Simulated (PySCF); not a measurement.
Ionisation energy of Cl+ by level of theory

Cl+ [Ne] 3s2 3p4 (3P) → Cl(2+) [Ne] 3s2 3p3 (4S), as a difference of total energies. Calculation: PySCF 2.14, in aug-cc-pVQZ-DK (7s6p4d3f2g, 84 functions); the spin-free X2C one-electron Hamiltonian (Gaussian nucleus). Correlated levels: valence: [Ne] frozen. The calculations carry no spin-orbit coupling.

```csv
method,ionisation energy (eV),plus first-order spin-orbit estimate,error of that sum (eV)
UHF,22.579,22.619,-1.195
MP2 (valence),23.479,23.519,-0.295
SCS-MP2 (valence),23.587,23.627,-0.187
CCSD (valence),23.596,23.636,-0.178
CCSD(T) (valence),23.633,23.673,-0.141
```

Reference: 23.814 eV (measured; NIST Atomic Spectra Database, ionization energies).

A first-order spin-orbit estimate (lowest level to lowest level, LS coupling) adds 0.040 eV.

Errors of the correlated levels include the incompleteness of this basis and the frozen core.
